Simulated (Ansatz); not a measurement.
Consider the cleavage of the B–Si bond: `OB[SiH](O)F` + `[SiH3]N[SiH3]` → `OBN([SiH3])[SiH3]` + `O[SiH2]F`.

Program: Ansatz. Geometries: PBE0-D4/def2-TZVP. ΔE: electronic, gas phase. CCSD(T)/CBS adds triple-zeta CCSD(T) − MP2 to the extrapolated MP2 energy (def2 sets, frozen cores). This one scheme is used for every species. One conformer a species, not always the lowest.

```csv
species,CCSD(T)/CBS(def2) energy (Eh)
`OB[SiH](O)F`,-566.57233
`[SiH3]N[SiH3]`,-637.10515
`OBN([SiH3])[SiH3]`,-737.77023
`O[SiH2]F`,-465.96250
```

Question: Work out ΔE.

Answer: ΔE = (-737.77023) + (-465.96250) − (-566.57233) − (-637.10515) = -0.05525 Eh = -145.1 kJ/mol.

Largest T1 diagnostic among the species: 0.013.

From PBE to PBE0 (25 % exact exchange), in def2-TZVPP and without D4, ΔE moves by −5.9 kJ/mol. The D4 term adds −6.1 kJ/mol with B3LYP and −3.3 kJ/mol with PBE0; it sums over pairs of atoms, weighted by their polarisabilities, and B3LYP, whose exchange is more repulsive, gets the larger term.

B3LYP here is the variant with VWN-RPA as its local correlation; programs differ in this.
